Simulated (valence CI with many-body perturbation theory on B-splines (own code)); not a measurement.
**E1 line list for I²⁰⁺**

Computed by relativistic CI+MBPT: five valence electrons over a frozen Dirac-Fock core [Ar] 3d10, a basis of 11 s, 11 p, 10 d, 8 f, 5 g, 2 h functions for each j, with the one-electron correlation potential Σ1 (screened to all orders), the two-electron term Σ2, the three-electron term Σ3, Breit, model QED; selected single and double excitations, second order for the rest, scaled by the run's own slope (own B-spline code, finite nucleus).

No measured levels were compared; by estimate levels hold to about 250 cm⁻¹ or 0.2 % of their energy and the worst to 1 %, as in measured heavy ions of charge 2 to 7; those with d or f electrons hold less well. Among the levels kept, up to 2100 cm⁻¹ of a level comes from second order outside the variational space, and about a tenth of that is noise between levels of different J, which matters for small intervals.

Lines 1 to 50 of 557 in falling wavelength, among levels below 1684400 cm⁻¹, chosen from the strongest by gf and those to the six lowest levels. Wavelengths and rates use the calculated energies, so an error of 1000 cm⁻¹ moves a line at 34.58 nm by 0.35 % and its rate by three times that or more. Electric multipoles are in the length gauge, E1 and E2 with the static RPA response of the core. Weak lines are less certain than strong ones. Lines between different terms over intervals too small for the method are left out, as are lines whose strength nearly cancels. Where a level lies close to another of its J and parity, the split of strength between their lines is uncertain.

Names give the largest LS component (configuration and term), which can be under half, so a name can repeat, a term be missing and a line seem to break the LS rules; names also repeat where a configuration has a term twice. Letters in brackets count levels of one name in rising energy.

```csv
λ vac (nm),Upper,Lower,A (s⁻¹),S (a.u.)
34.58,4s 4p4 4P_3/2,4s2 4p3 2P°_3/2,2.12e+08,1.73e-02
33.95,4s 4p4 4P_1/2,4s2 4p3 2P°_3/2,9.56e+07,3.69e-03
27.70,4s 4p4 4P_5/2,4s2 4p3 2D°_5/2,1.18e+09,7.40e-02
27.01,4s 4p3 4d 4G°_11/2,4s2 4p2 4d 2G_9/2,2.46e+09,2.87e-01
26.22,4p5 2P°_3/2,4s 4p4 2P_3/2,5.91e+09,2.10e-01
25.98,4s 4p4 4P_5/2,4s2 4p3 2D°_3/2,2.65e+09,1.38e-01
25.85,4s 4p4 2D_5/2,4s2 4p3 2P°_3/2,3.05e+09,1.56e-01
25.58,4s 4p4 4P_1/2,4s2 4p3 2P°_1/2,3.13e+09,5.18e-02
24.01,4s2 4p2 4d 4F_3/2,4s2 4p3 2P°_3/2,3.73e+08,1.02e-02
23.94,4s 4p4 4P_3/2,4s2 4p3 2D°_5/2,2.34e+09,6.33e-02
23.38,4s 4p4 2P_1/2 [a],4s2 4p3 2P°_3/2,1.20e+09,1.51e-02
22.92,4p5 2P°_3/2,4s 4p4 2D_5/2,1.41e+10,3.34e-01
22.64,4s 4p4 4P_3/2,4s2 4p3 2D°_3/2,5.02e+08,1.15e-02
22.64,4s 4p4 2P_3/2,4s2 4p3 2P°_3/2,3.05e+09,6.98e-02
22.37,4s 4p4 4P_1/2,4s2 4p3 2D°_3/2,4.02e+08,4.44e-03
22.03,4s 4p4 2D_3/2,4s2 4p3 2P°_1/2,3.52e+08,7.43e-03
21.47,4p5 2P°_3/2,4s 4p4 2D_3/2,6.19e+09,1.21e-01
20.89,4s 4p3 4d 4G°_9/2,4s2 4p2 4d 4F_7/2,5.86e+09,2.64e-01
20.80,4s 4p4 4P_5/2,4s2 4p3 4S°_3/2,4.92e+09,1.31e-01
20.66,4s 4p3 4d 4G°_11/2,4s2 4p2 4d 4F_9/2,7.37e+09,3.85e-01
20.61,4s 4p3 4d 4F°_9/2,4s2 4p2 4d 4D_7/2,6.28e+09,2.71e-01
20.59,4s 4p3 4d 2G°_7/2 [a],4s2 4p2 4d 4D_7/2,3.63e+09,1.25e-01
20.58,4s 4p4 2D_3/2,4s2 4p3 2D°_5/2,1.12e+09,1.92e-02
20.45,4p5 2P°_1/2,4s 4p4 2P_3/2,1.36e+10,1.15e-01
20.36,4s 4p3 4d 2G°_9/2 [a],4s2 4p2 4d 4F_9/2,4.24e+09,1.77e-01
20.32,4s 4p3 4d 4F°_3/2 [a],4s2 4p2 4d 4F_3/2,8.86e+09,1.47e-01
20.06,4s 4p3 4d 4D°_7/2 [c],4s2 4p2 4d 4P_5/2,7.28e+09,2.32e-01
19.77,4s 4p3 4d 2G°_9/2 [b],4s2 4p2 4d 2G_7/2,3.00e+09,1.15e-01
19.67,4s2 4p2 4d 4D_1/2,4s2 4p3 2P°_3/2,8.48e+08,6.37e-03
19.61,4s 4p4 2D_3/2,4s2 4p3 2D°_3/2,1.75e+10,2.61e-01
19.57,4s 4p3 4d 4S°_3/2,4s2 4p2 4d 4P_5/2,9.91e+09,1.47e-01
19.55,4s 4p3 4d 2F°_7/2 [a],4s2 4p2 4d 2G_7/2,4.22e+09,1.25e-01
19.50,4s2 4p2 4d 4F_3/2,4s2 4p3 2P°_1/2,1.16e+09,1.69e-02
19.50,4s 4p3 4d 2F°_7/2 [d],4s2 4p2 4d 2F_7/2 [b],1.18e+10,3.45e-01
19.46,4s 4p3 4d 2G°_9/2 [c],4s2 4p2 4d 2G_9/2,1.85e+10,6.71e-01
19.44,4s 4p3 4d 2D°_3/2 [a],4s2 4p2 4d 4D_5/2,8.87e+09,1.29e-01
19.40,4s 4p4 2D_5/2,4s2 4p3 2D°_5/2,1.41e+10,3.04e-01
19.39,4s 4p3 4d 2F°_5/2 [b],4s2 4p2 4d 2D_3/2 [a],6.23e+09,1.34e-01
19.22,4s2 4p2 4d 4D_3/2,4s2 4p3 2P°_3/2,1.28e+09,1.80e-02
19.14,4s 4p3 4d 4G°_7/2,4s2 4p2 4d 4F_5/2,1.22e+10,3.38e-01
19.07,4s 4p4 2P_1/2 [a],4s2 4p3 2P°_1/2,1.71e+10,1.17e-01
19.03,4s 4p3 4d 2G°_9/2 [c],4s2 4p2 4d 2F_7/2 [a],8.20e+09,2.79e-01
19.01,4s 4p3 4d 2P°_3/2 [b],4s2 4p2 4d 2D_5/2 [b],1.25e+10,1.69e-01
18.79,4s 4p3 4d 4P°_3/2 [b],4s2 4p2 4d 4D_5/2,9.43e+09,1.23e-01
18.74,4s 4p3 4d 4D°_7/2 [b],4s2 4p2 4d 4D_5/2,8.28e+09,2.15e-01
18.74,4s 4p3 4d 2F°_5/2 [c],4s2 4p2 4d 2F_7/2 [a],7.37e+09,1.44e-01
18.74,4s 4p3 4d 2F°_7/2 [b],4s2 4p2 4d 2G_7/2,1.25e+10,3.26e-01
18.73,4p5 2P°_3/2,4s 4p4 4P_3/2,8.03e+09,1.04e-01
18.68,4s 4p3 4d 2D°_5/2 [c],4s2 4p2 4d 2D_5/2 [a],1.74e+10,3.35e-01
18.67,4s 4p3 4d 4G°_5/2,4s2 4p2 4d 4F_3/2,1.66e+10,3.20e-01
```
